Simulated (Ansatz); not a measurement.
Reaction (cleavage of the Si–In bond): `[SiH3][In]([Cl])[Cl]` + `C=CCS` → `C=CCS[SiH3]` + `[Cl][InH][Cl]`

Computed with Ansatz on PBE0-D4/def2-TZVP structures; ΔE is electronic, products minus reactants. CBS: MP2 limit from def2 TZ/QZ plus the TZ coupled-cluster correction, frozen cores. DFT in def2-TZVPP. B3LYP here is the variant with VWN-RPA as its local correlation; programs differ in this. HSE06 is defined as in plane-wave codes. Elements past krypton have def2 core potentials. For In outer-core shells are correlated without core-valence functions, which leaves a few kJ/mol of doubt a bond. One conformer a species, not always the lowest.

| level | ΔE (kcal/mol) | difference from CCSD(T)/CBS |
| --- | --- | --- |
| LDA (SPW92) | -3.3 | 0.5 |
| PBE-D4 | -2.7 | 1.1 |
| BLYP-D4 | -3.0 | 0.8 |
| B3LYP-D4 | -3.3 | 0.5 |
| r2SCAN0-D4 | -4.3 | -0.5 |
| B2PLYP | -2.7 | 1.1 |
| BLYP | -0.1 | 3.7 |
| PBE0 | -2.3 | 1.5 |
| r2SCANh | -3.9 | -0.1 |
| HSE06 | -2.3 | 1.5 |
| LC-ωPBE | -4.0 | -0.2 |
| HF/def2-SVP | -1.9 | 1.9 |
| CCSD/def2-SVP | -1.5 | 2.3 |
| HF/def2-QZVPP | -3.8 | 0.0 |
| SCS-MP2/def2-QZVPP | -4.3 | -0.5 |
| CCSD/CBS(def2) | -3.4 | 0.4 |
| CCSD(T)/CBS | -3.8 | 0 |

Largest T1 diagnostic among the species: 0.013.

Leaving LDA and LC-ωPBE aside and taking each functional with its dispersion term where it has one, the values, not all of them listed here, spread over 3.4 kcal/mol, from B97M-V to PBE-D4. LDA lies −1.9 kcal/mol from PBE without D4. From BLYP to BHLYP (50 % exact exchange), in def2-TZVPP and without D4, ΔE moves by −2.5 kcal/mol. The D4 term adds −2.1 kcal/mol with B3LYP and −1.1 kcal/mol with PBE0; it sums over pairs of atoms, weighted by their polarisabilities, and B3LYP, whose exchange is more repulsive, gets the larger term.
